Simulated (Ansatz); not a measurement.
Gas-phase electronic energies from Ansatz, PBE0-D4/def2-TZVP geometries. CCSD(T)/CBS adds triple-zeta CCSD(T) − MP2 to the extrapolated MP2 energy (def2 sets, frozen cores). This one scheme is used for every species. DFT in def2-TZVPP. One conformer a species, not always the lowest.

`C=[CH][Al]([F])[SiH3]` + H₂O → `[OH][Al]([F])[SiH3]` + `C=C`  (formal hydrolysis of the Al–C bond)

```json
{"level": "ωB97M-V", "ΔE (kJ/mol)": "-133.8"}
{"level": "PBE", "ΔE (kJ/mol)": "-129.1"}
{"level": "CCSD(T)/def2-TZVPP", "ΔE (kJ/mol)": "-133.3"}
{"level": "HF/def2-QZVPP", "ΔE (kJ/mol)": "-147.3"}
```

**Question.** What does CCSD(T)/CBS give? (Estimate.)

**Answer.** Ansatz gave: -131.9 kJ/mol. The listed levels differ from it by -1.9, 2.8, -1.4, -15.4 kJ/mol.

Largest T1 diagnostic among the species: 0.013.

In def2-TZVPP, CCSD(T) changes the Hartree–Fock value by +13.5 kJ/mol (the triples alone add +2.7 kJ/mol) and MP2 by +11.9 kJ/mol. The D4 term adds +6.1 kJ/mol with B3LYP and +3.6 kJ/mol with PBE0; it sums over pairs of atoms, weighted by their polarisabilities, and B3LYP, whose exchange is more repulsive, gets the larger term.

B3LYP here is the variant with VWN-RPA as its local correlation; programs differ in this.
